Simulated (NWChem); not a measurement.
System: SiP2H6; SMILES P[SiH2]P

NWChem input:

```
start job
memory heap 200 mb stack 900 mb global 1100 mb
geometry units angstroms noautoz
  Si     0.000000     0.000000    -0.815264
  P     -1.972665     0.000000     0.336488
  P      1.972665     0.000000     0.336488
  H      0.000000     1.218621    -1.700153
  H      0.000000    -1.218621    -1.700153
  H     -1.540310    -1.044143     1.232224
  H     -1.540310     1.044143     1.232224
  H      1.540310     1.044143     1.232224
  H      1.540310    -1.044143     1.232224
end
basis spherical
  * library 6-31g*
end
dft
  xc b3lyp
  iterations 150
  vectors input atomic output neutral.movecs
end
task dft energy
charge 1
dft
  odft
  mult 2
  vectors input atomic output cation.movecs
end
task dft energy
```

Parts of the log:

```
             Northwest Computational Chemistry Package (NWChem) 7.3.0
             --------------------------------------------------------

 C2V symmetry detected

                             Geometry "geometry" -> ""
                             -------------------------

 Output coordinates in angstroms (scale by  1.889725989 to convert to a.u.)

  No.       Tag          Charge          X              Y              Z
 ---- ---------------- ---------- -------------- -------------- --------------
    1 Si                  14.0000     0.00000000     0.00000000    -0.81945468
    2 P                   15.0000    -1.97266500     0.00000000     0.33229732
    3 P                   15.0000     1.97266500     0.00000000     0.33229732
    4 H                    1.0000     0.00000000     1.21862100    -1.70434368
    5 H                    1.0000     0.00000000    -1.21862100    -1.70434368
    6 H                    1.0000    -1.54031000    -1.04414300     1.22803332
    7 H                    1.0000    -1.54031000     1.04414300     1.22803332
    8 H                    1.0000     1.54031000     1.04414300     1.22803332
    9 H                    1.0000     1.54031000    -1.04414300     1.22803332

 Effective nuclear repulsion energy (a.u.)     191.2645225835

      Symmetry information
      --------------------

 Group name             C2v
 Group number             16
 Group order               4
 No. of unique centers     4

                                 NWChem DFT Module
                                 -----------------

 Summary of "ao basis" -> "ao basis" (spherical)
 ------------------------------------------------------------------------------
       Tag                 Description            Shells   Functions and Types
 ---------------- ------------------------------  ------  ---------------------
 Si                          6-31g*                  8       18   4s3p1d
 P                           6-31g*                  8       18   4s3p1d
 H                           6-31g*                  2        2   2s

      Symmetry analysis of basis
      --------------------------

        a1         26
        a2          8
        b1         19
        b2         13

            General Information
            -------------------
          SCF calculation type: DFT
          Wavefunction type:  closed shell.
          No. of atoms     :     9
          No. of electrons :    50
           Alpha electrons :    25
            Beta electrons :    25
          Charge           :     0
          Spin multiplicity:     1
          Use of symmetry is: on ; symmetry adaption is: on
          Maximum number of iterations: 150
          AO basis - number of functions:    66
                     number of shells:    36
          Convergence on energy requested:  1.00D-06
          Convergence on density requested:  1.00D-05
          Convergence on gradient requested:  5.00D-04

              XC Information
              --------------
                         B3LYP Method XC Potential
                     Hartree-Fock (Exact) Exchange  0.200
                        Slater Exchange Functional  0.800 local
                    Becke 1988 Exchange Functional  0.720 non-local
              Lee-Yang-Parr Correlation Functional  0.810
                  VWN I RPA Correlation Functional  0.190 local

             Grid Information
             ----------------
          Grid used for XC integration:  medium
          Radial quadrature: Mura-Knowles
          Angular quadrature: Lebedev.
          Tag              B.-S. Rad. Rad. Pts. Rad. Cut. Ang. Pts.
          ---              ---------- --------- --------- ---------
          Si                  1.10       88           9.0       590
          P                   1.00       88          11.0       590
          H                   0.35       45          11.0       434
          Grid pruning is: on
          Number of quadrature shells:   266
          Spatial weights used:  Erf1

      Superposition of Atomic Density Guess
      -------------------------------------

 Sum of atomic energies:        -973.06695648

      Non-variational initial energy
      ------------------------------

 Total energy =    -973.911027
 1-e energy   =   -1727.475177
 2-e energy   =     562.299627
 HOMO         =      -0.261177
 LUMO         =       0.041359

      Symmetry analysis of molecular orbitals - initial
      -------------------------------------------------

  Numbering of irreducible representations:

     1 a1          2 a2          3 b1          4 b2

  Orbital symmetries:

     1 b1          2 a1          3 a1          4 a1          5 b1
     6 a1          7 b2          8 a2          9 b1         10 a1
    11 a1         12 b1         13 b2         14 a1         15 b1
    16 a1         17 b1         18 a1         19 b2         20 a2
    21 b1         22 b2         23 a1         24 a1         25 b1
    26 a1         27 b2         28 b1         29 a2         30 a1
    31 b2         32 b1         33 a1         34 a1         35 b1

   convergence    iter        energy       DeltaE   RMS-Dens  Diis-err
 ---------------- ----- ----------------- --------- --------- ---------
 d= 0,ls=0.0,diis     1   -975.7633182585 -1.17D+03  1.04D-02  2.39D-01
 d= 0,ls=0.0,diis     2   -975.7893542686 -2.60D-02  5.51D-03  4.99D-02
 d= 0,ls=0.0,diis     3   -975.7973148529 -7.96D-03  2.01D-03  1.15D-02
 d= 0,ls=0.0,diis     4   -975.7995521288 -2.24D-03  4.22D-04  3.79D-04
 d= 0,ls=0.0,diis     5   -975.7996292247 -7.71D-05  5.77D-05  6.17D-06
  Resetting Diis
 d= 0,ls=0.0,diis     6   -975.7996306228 -1.40D-06  9.84D-06  1.14D-07
 d= 0,ls=0.0,diis     7   -975.7996306504 -2.76D-08  2.76D-06  6.28D-09

         Total DFT energy =     -975.799630650390
      One electron energy =    -1730.022491004820
           Coulomb energy =      632.625846390774
    Exchange-Corr. energy =      -69.667508619815
 Nuclear repulsion energy =      191.264522583471

 Numeric. integr. density =       49.999991948804

                  Occupations of the irreducible representations
                  ----------------------------------------------

                     irrep           alpha         beta
                     --------     --------     --------
                     a1               11.0         11.0
                     a2                2.0          2.0
                     b1                8.0          8.0
                     b2                4.0          4.0

                       DFT Final Molecular Orbital Analysis
                       ------------------------------------

 Vector   23  Occ=2.000000D+00  E=-3.180323D-01  Symmetry=a1
              MO Center=  1.4D-16,  5.3D-15, -3.4D-01, r^2= 4.2D+00
   Bfn.  Coefficient  Atom+Function         Bfn.  Coefficient  Atom+Function
  ----- ------------  ---------------      ----- ------------  ---------------
     9      0.342898  1 Si pz                27     -0.279788  2 P  pz
    45     -0.279788  3 P  pz                56     -0.182931  4 H  s
    58     -0.182931  5 H  s                 55     -0.148657  4 H  s
    57     -0.148657  5 H  s                  5     -0.136972  1 Si pz
    60     -0.122250  6 H  s                 62     -0.122250  7 H  s

 Vector   24  Occ=2.000000D+00  E=-3.064508D-01  Symmetry=a1
              MO Center= -1.6D-15, -1.6D-16,  1.3D-01, r^2= 6.0D+00
   Bfn.  Coefficient  Atom+Function         Bfn.  Coefficient  Atom+Function
  ----- ------------  ---------------      ----- ------------  ---------------
    25      0.292720  2 P  px                43     -0.292720  3 P  px
    24     -0.244634  2 P  s                 42     -0.244634  3 P  s
    28     -0.241610  2 P  s                 46     -0.241610  3 P  s
     9      0.201320  1 Si pz                27      0.154079  2 P  pz
    45      0.154079  3 P  pz                29      0.143926  2 P  px

 Vector   25  Occ=2.000000D+00  E=-2.516670D-01  Symmetry=b1
              MO Center=  1.8D-15,  9.7D-17,  2.4D-01, r^2= 6.6D+00
   Bfn.  Coefficient  Atom+Function         Bfn.  Coefficient  Atom+Function
  ----- ------------  ---------------      ----- ------------  ---------------
    25      0.416830  2 P  px                43      0.416830  3 P  px
    29      0.261134  2 P  px                47      0.261134  3 P  px
     7     -0.236738  1 Si px                24     -0.174356  2 P  s
    42      0.174356  3 P  s                 21     -0.160288  2 P  px
    39     -0.160288  3 P  px                28     -0.131315  2 P  s

 Vector   26  Occ=0.000000D+00  E=-1.498028D-02  Symmetry=a1
              MO Center=  5.1D-17,  1.7D-16,  5.7D-02, r^2= 6.4D+00
   Bfn.  Coefficient  Atom+Function         Bfn.  Coefficient  Atom+Function
  ----- ------------  ---------------      ----- ------------  ---------------
    10      0.954512  1 Si s                 13      0.718087  1 Si pz
    29     -0.518074  2 P  px                47      0.518074  3 P  px
     6      0.407533  1 Si s                 31      0.405600  2 P  pz
    49      0.405600  3 P  pz                 9      0.321403  1 Si pz
    28     -0.269159  2 P  s                 46     -0.269159  3 P  s

 Vector   27  Occ=0.000000D+00  E= 1.562846D-02  Symmetry=b2
              MO Center=  1.3D-12,  3.1D-15,  2.3D-01, r^2= 6.4D+00
   Bfn.  Coefficient  Atom+Function         Bfn.  Coefficient  Atom+Function
  ----- ------------  ---------------      ----- ------------  ---------------
    30      0.627679  2 P  py                48      0.627679  3 P  py
    60      0.597361  6 H  s                 62     -0.597361  7 H  s
    64     -0.597361  8 H  s                 66      0.597361  9 H  s
    56     -0.301528  4 H  s                 58      0.301528  5 H  s
    26      0.298608  2 P  py                44      0.298608  3 P  py

 Vector   28  Occ=0.000000D+00  E= 2.032298D-02  Symmetry=a2
              MO Center= -1.3D-12, -4.5D-15,  3.3D-01, r^2= 6.8D+00
   Bfn.  Coefficient  Atom+Function         Bfn.  Coefficient  Atom+Function
  ----- ------------  ---------------      ----- ------------  ---------------
    30      0.755942  2 P  py                48     -0.755942  3 P  py
    60      0.617380  6 H  s                 62     -0.617380  7 H  s
    64      0.617380  8 H  s                 66     -0.617380  9 H  s
    26      0.273418  2 P  py                44     -0.273418  3 P  py
    59      0.128723  6 H  s                 61     -0.128723  7 H  s

     Multipole analysis of the density
     ---------------------------------

     L   x y z        total         alpha         beta         nuclear
     -   - - -        -----         -----         ----         -------
     0   0 0 0     -0.000000    -25.000000    -25.000000     50.000000

     1   1 0 0      0.000000      0.000000      0.000000      0.000000
     1   0 1 0     -0.000000     -0.000000     -0.000000      0.000000
     1   0 0 1      0.376254      0.188127      0.188127      0.000000

     2   2 0 0    -38.440032   -244.612089   -244.612089    450.784146
     2   1 1 0      0.000000      0.000000      0.000000      0.000000
     2   1 0 1     -0.000000     -0.000000     -0.000000      0.000000
     2   0 2 0    -31.156922    -28.668220    -28.668220     26.179518
     2   0 1 1     -0.000000     -0.000000     -0.000000      0.000000
     2   0 0 2    -32.053624    -59.871566    -59.871566     87.689509

                                 NWChem DFT Module
                                 -----------------

      Symmetry analysis of basis
      --------------------------

        a1         26
        a2          8
        b1         19
        b2         13

            General Information
            -------------------
          SCF calculation type: DFT
          Wavefunction type:  spin polarized.
          No. of atoms     :     9
          No. of electrons :    49
           Alpha electrons :    25
            Beta electrons :    24
          Charge           :     1
          Spin multiplicity:     2
          Use of symmetry is: on ; symmetry adaption is: on
          Maximum number of iterations: 150
          AO basis - number of functions:    66
                     number of shells:    36
          Convergence on energy requested:  1.00D-06
          Convergence on density requested:  1.00D-05
          Convergence on gradient requested:  5.00D-04

              XC Information
              --------------
                         B3LYP Method XC Potential
                     Hartree-Fock (Exact) Exchange  0.200
                        Slater Exchange Functional  0.800 local
                    Becke 1988 Exchange Functional  0.720 non-local
              Lee-Yang-Parr Correlation Functional  0.810
                  VWN I RPA Correlation Functional  0.190 local

             Grid Information
             ----------------
          Grid used for XC integration:  medium
          Radial quadrature: Mura-Knowles
          Angular quadrature: Lebedev.
          Tag              B.-S. Rad. Rad. Pts. Rad. Cut. Ang. Pts.
          ---              ---------- --------- --------- ---------
          Si                  1.10       88           9.0       590
          P                   1.00       88          11.0       590
          H                   0.35       45          11.0       434
          Grid pruning is: on
          Number of quadrature shells:   266
          Spatial weights used:  Erf1

      Superposition of Atomic Density Guess
      -------------------------------------

 Sum of atomic energies:        -973.06695648

 Renormalizing density from      50.00 to     49

      Non-variational initial energy
      ------------------------------

 Total energy =    -961.628589
 1-e energy   =   -1692.925673
 2-e energy   =     540.032562
 HOMO         =      -0.528335
 LUMO         =      -0.224158

   Symmetry analysis of molecular orbitals - initial alpha
   -------------------------------------------------------

  Numbering of irreducible representations:

     1 a1          2 a2          3 b1          4 b2

  Orbital symmetries:

     1 b1          2 a1          3 a1          4 b1          5 a1
     6 a1          7 b2          8 a2          9 b1         10 a1
    11 a1         12 b1         13 b1         14 b2         15 a1
    16 a1         17 b1         18 a1         19 b2         20 a2
    21 b1         22 b2         23 a1         24 a1         25 b1
    26 a1         27 b1         28 b2         29 a2         30 a1
    31 b2         32 b1         33 a1         34 a1         35 b2

   Symmetry analysis of molecular orbitals - initial beta
   ------------------------------------------------------

  Numbering of irreducible representations:

     1 a1          2 a2          3 b1          4 b2

  Orbital symmetries:

     1 b1          2 a1          3 a1          4 b1          5 a1
     6 a1          7 b2          8 a2          9 b1         10 a1
    11 a1         12 b1         13 b1         14 b2         15 a1
    16 a1         17 b1         18 a1         19 b2         20 a2
    21 b1         22 b2         23 a1         24 a1         25 b1
    26 a1         27 b1         28 b2         29 a2         30 a1
    31 b2         32 b1         33 a1         34 a1         35 b2

[...]
```

Level: B3LYP/6-31G* (spherical d), vertical spin-unrestricted ions. Geometry: optimised at PBE-D3(BJ)/def2-SVP. B3LYP is NWChem's, with the RPA form of VWN correlation.
